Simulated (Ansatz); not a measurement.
CH5BS2, SMILES `BSCS` at its PBE0-D4/def2-TZVP geometry, where that method's forces vanish. Charge 0, multiplicity 1.

```xyz
9

B    -1.0361    1.4495    0.0953
S    -1.2140   -0.2819    0.2879
C     0.2964   -0.9725   -0.4467
S     1.4420   -1.6861    0.7428
H    -0.0702    1.9118   -0.4329
H    -1.9250    2.1195    0.5213
H     0.7746   -0.2034   -1.0504
H     0.0026   -1.7975   -1.0963
H     1.7297   -0.5395    1.3792
```

**Question.** What forces (eV/Å) does B3LYP-D4/def2-TZVPP give on these atoms in Ansatz 0.2.0? (Best estimate.)

**Answer.** The calculation gave: 
```
B1  -0.002  0.252 -0.012
S2  -0.261  0.006  0.103
C3   0.050 -0.032 -0.371
S4   0.215 -0.102  0.192
H5  -0.120 -0.040  0.064
H6   0.109 -0.060 -0.051
H7  -0.034 -0.076  0.032
H8   0.028  0.067  0.031
H9   0.015 -0.015  0.012
```

B3LYP here is the variant with VWN-RPA as its local correlation; programs differ in this.
